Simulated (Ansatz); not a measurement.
All values below come from PBE-D3(BJ)/def2-SVP (Ansatz, a first-principles code). No frequencies were computed at this level.

Ansatz 0.2 input:
```yaml
crystal:
  periodic: [false, false, false]
  atoms:
    - { symbol: C, position_ang: [-1.362734, 1.222161, 0.485566] }
    - { symbol: C, position_ang: [-0.137247, 0.680582, 0.278386] }
    - { symbol: C, position_ang: [1.123267, 1.309243, 0.553369] }
    - { symbol: C, position_ang: [2.282577, 0.666014, 0.303497] }
    - { symbol: C, position_ang: [2.292071, -0.658673, -0.241668] }
    - { symbol: C, position_ang: [1.142007, -1.305608, -0.522753] }
    - { symbol: C, position_ang: [-0.127489, -0.681006, -0.281965] }
    - { symbol: C, position_ang: [-1.345185, -1.226506, -0.522164] }
    - { symbol: Si, position_ang: [-2.688216, -0.004313, -0.036333] }
    - { symbol: H, position_ang: [-1.479373, 2.213223, 0.892022] }
    - { symbol: H, position_ang: [1.114126, 2.309144, 0.964844] }
    - { symbol: H, position_ang: [3.231947, 1.139307, 0.510526] }
    - { symbol: H, position_ang: [3.248203, -1.12891, -0.422941] }
    - { symbol: H, position_ang: [1.147198, -2.305514, -0.934283] }
    - { symbol: H, position_ang: [-1.447616, -2.217919, -0.931581] }
    - { symbol: H, position_ang: [-3.511263, -0.469722, 1.080222] }
    - { symbol: H, position_ang: [-3.482274, 0.4585, -1.174744] }
basis:
  gaussian: { orbitals: def2-svp }
hamiltonian:
  xc: pbe
  dispersion: d3bj
relax:
  max_steps: 150
```

Output:

```
Functional definition: PBE
1924 factors; their error is unknown
mean field evaluation 1: about -16264.0548 eV, gradient 7.1e1 eV
mean field evaluation 2: about -16242.3391 eV, gradient 1.1e2 eV
mean field evaluation 4: about -16278.4887 eV, gradient 1.4e1 eV
mean field evaluation 8: about -16278.9840 eV, gradient 1.0e-1 eV
mean field evaluation 16: about -16278.8409 eV, gradient 6.8e-4 eV
mean field -16278.84090041 eV, -598.2363688956 hartree, gradient 6.0e-5 eV, S^2 0.000000; 0 other end points of the search recorded, 0 dependent functions left out
reference -16278.84094062 eV, -598.2363703732 hartree; 35, 35 occupied and 135, 135 virtual orbitals, 1924 factors
relax step   1: F+E_penalty+E_count = -16279.39169225 eV  Δ(F+E_penalty+E_count) = +0.000e0 eV  max|allowed force component| = 1.480e0 eV/Å  Δτ_max = 0.0000 Å  (36 SCF iters, accepted)
these checks for a lower state are left out or cut short: starts, cluster_reference, orbital_swaps, neighbouring_geometries, increment
1924 factors; their error is unknown
mean field -16279.03836234 eV, -598.2436254876 hartree, gradient 1.1e-5 eV, S^2 0.000000; 0 other end points of the search recorded, 0 dependent functions left out
reference -16279.03840301 eV, -598.2436269820 hartree; 35, 35 occupied and 135, 135 virtual orbitals, 1924 factors
relax step   2: F+E_penalty+E_count = -16279.58467819 eV  Δ(F+E_penalty+E_count) = -1.930e-1 eV  max|allowed force component| = 4.626e-1 eV/Å  Δτ_max = 0.0543 Å  (36 SCF iters, accepted)
these checks for a lower state are left out or cut short: starts, cluster_reference, orbital_swaps, neighbouring_geometries, increment
1924 factors; their error is unknown
mean field evaluation 32: about -16279.1982 eV, gradient 1.2e0 eV
mean field -16279.05424446 eV, -598.2442091447 hartree, gradient 2.0e-5 eV, S^2 0.000000; 0 other end points of the search recorded, 0 dependent functions left out
reference -16279.05428529 eV, -598.2442106453 hartree; 35, 35 occupied and 135, 135 virtual orbitals, 1924 factors
relax step   3: F+E_penalty+E_count = -16279.59885845 eV  Δ(F+E_penalty+E_count) = -1.418e-2 eV  max|allowed force component| = 7.794e-2 eV/Å  Δτ_max = 0.0214 Å  (37 SCF iters, accepted)
these checks for a lower state are left out or cut short: starts, cluster_reference, orbital_swaps, neighbouring_geometries, increment
1924 factors; their error is unknown
mean field -16279.05453007 eV, -598.2442196405 hartree, gradient 1.1e-5 eV, S^2 0.000000; 0 other end points of the search recorded, 0 dependent functions left out
reference -16279.05457090 eV, -598.2442211410 hartree; 35, 35 occupied and 135, 135 virtual orbitals, 1924 factors
relax step   4: F+E_penalty+E_count = -16279.59914902 eV  Δ(F+E_penalty+E_count) = -2.906e-4 eV  max|allowed force component| = 3.116e-2 eV/Å  Δτ_max = 0.0037 Å  (38 SCF iters, accepted)
these checks for a lower state are left out or cut short: starts, cluster_reference, orbital_swaps, neighbouring_geometries, increment
1924 factors; their error is unknown
mean field -16279.05453816 eV, -598.2442199380 hartree, gradient 1.1e-5 eV, S^2 0.000000; 0 other end points of the search recorded, 0 dependent functions left out
reference -16279.05457898 eV, -598.2442214382 hartree; 35, 35 occupied and 135, 135 virtual orbitals, 1924 factors
relax step   5: F+E_penalty+E_count = -16279.59919797 eV  Δ(F+E_penalty+E_count) = -4.895e-5 eV  max|allowed force component| = 1.268e-2 eV/Å  Δτ_max = 0.0007 Å  (38 SCF iters, accepted)
these checks for a lower state are left out or cut short: starts, cluster_reference, orbital_swaps, neighbouring_geometries, increment
1924 factors; their error is unknown
mean field -16279.05455424 eV, -598.2442205287 hartree, gradient 1.1e-5 eV, S^2 0.000000; 0 other end points of the search recorded, 0 dependent functions left out
reference -16279.05459506 eV, -598.2442220289 hartree; 35, 35 occupied and 135, 135 virtual orbitals, 1924 factors
relax step   6: F+E_penalty+E_count = -16279.59920517 eV  Δ(F+E_penalty+E_count) = -7.194e-6 eV  max|allowed force component| = 1.471e-3 eV/Å  Δτ_max = 0.0003 Å  (38 SCF iters, accepted)
1924 factors; their error is unknown
mean field evaluation 64: about -16279.2017 eV, gradient 4.5e-1 eV
mean field -16279.05455424 eV, -598.2442205287 hartree, gradient 1.1e-5 eV, S^2 0.000000; 1 other end points of the search recorded, 0 dependent functions left out
reference -16279.05459506 eV, -598.2442220289 hartree; 35, 35 occupied and 135, 135 virtual orbitals, 1924 factors
Total energy: -16279.59924599 eV, -598.2642375815 hartree
Atom 0 at    -1.385129     1.258563     0.500262 Å, force    -0.001471     0.000418     0.000153 eV/Å
Atom 1 at    -0.145396     0.697527     0.285257 Å, force     0.000591    -0.001082    -0.000438 eV/Å
Atom 2 at     1.132863     1.330216     0.562126 Å, force    -0.000757     0.000137     0.000047 eV/Å
Atom 3 at     2.307240     0.675291     0.307633 Å, force     0.000468     0.000463     0.000196 eV/Å
Atom 4 at     2.316866    -0.667871    -0.245135 Å, force     0.000475    -0.000461    -0.000184 eV/Å
Atom 5 at     1.151903    -1.326550    -0.531246 Å, force    -0.000755    -0.000140    -0.000067 eV/Å
Atom 6 at    -0.135395    -0.697977    -0.289052 Å, force     0.000575     0.001084     0.000453 eV/Å
Atom 7 at    -1.367058    -1.262979    -0.537459 Å, force    -0.001465    -0.000423    -0.000193 eV/Å
Atom 8 at    -2.664004    -0.004274    -0.036006 Å, force    -0.000070    -0.000000    -0.000001 eV/Å
Atom 9 at    -1.498259     2.270437     0.915330 Å, force     0.000913    -0.000234    -0.000085 eV/Å
Atom 10 at     1.132251     2.348276     0.981186 Å, force     0.000569    -0.000180    -0.000067 eV/Å
Atom 11 at     3.269613     1.165244     0.521686 Å, force    -0.000337     0.000173     0.000067 eV/Å
Atom 12 at     3.286240    -1.154725    -0.433079 Å, force    -0.000334    -0.000174    -0.000076 eV/Å
Atom 13 at     1.165883    -2.344587    -0.950126 Å, force     0.000566     0.000182     0.000082 eV/Å
Atom 14 at    -1.465682    -2.275192    -0.955389 Å, force     0.000910     0.000237     0.000109 eV/Å
Atom 15 at    -3.565454    -0.469521     1.078791 Å, force     0.000058    -0.000051     0.000125 eV/Å
Atom 16 at    -3.536483     0.458126    -1.174778 Å, force     0.000061     0.000051    -0.000124 eV/Å
Dipole moment:     0.178460     0.000286     0.002412 e Å
```

Cost: around 110 core-seconds (rough).
